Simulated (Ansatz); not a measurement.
## A geometry optimisation of B2ClGaH4Si with PBE-D3(BJ)/def2-SVP

The starting geometry of this gas-phase singlet was optimised with GFN2-xTB.

```xyz
9

B     0.3445   -0.5377    0.3094
B    -2.0067    1.5760   -0.6584
Cl    1.4840    0.8420    0.0124
Ga    0.4030    1.6743   -2.0213
Si   -1.4401   -0.1729   -0.1898
H     0.8968   -1.5324    0.5984
H    -2.3641   -1.3330   -0.2527
H    -1.3608    2.5120   -0.2736
H    -2.9712    1.8406   -1.2823
```

Problem. Predict what becomes of its bonds when it is optimised with PBE-D3(BJ)/def2-SVP.

Solution. A new bond forms, giving a structure given below by its coordinates. Distances that change by over a tenth: Cl3–Ga4 (2.45 → 2.75 Å). Contacts that close: B2–Ga4 (2.77 → 2.33 Å).

The energy falls by 0.39 eV over 11 steps:

```
step  E − E(last) (eV)
   1             0.389
   2             0.114
   3             0.024
   4             0.006
   5             0.004
   7             0.000
   8             0.000
   9             0.000
  10             0.000
  11             0.000
```

Final geometry (Å):

```yaml
atoms:
  - { symbol: B, position_ang: [0.3908, -0.5479, 0.3496] }
  - { symbol: B, position_ang: [-1.9323, 1.5838, -0.6909] }
  - { symbol: Cl, position_ang: [1.5363, 0.8441, 0.0956] }
  - { symbol: Ga, position_ang: [-0.0165, 1.6922, -2.0130] }
  - { symbol: Si, position_ang: [-1.4752, -0.1768, -0.0904] }
  - { symbol: H, position_ang: [0.9429, -1.5767, 0.6736] }
  - { symbol: H, position_ang: [-2.3357, -1.3668, -0.4264] }
  - { symbol: H, position_ang: [-1.1873, 2.5215, -0.3552] }
  - { symbol: H, position_ang: [-2.9376, 1.8955, -1.3008] }
```

Frequencies at the end are all real (lowest 106 cm⁻¹). Run with Ansatz 0.2.0, 24 s on 2 threads of Intel(R) Xeon(R) Platinum 8259CL CPU @ 2.50GHz (Skylake/Cascade Lake) (shared host).
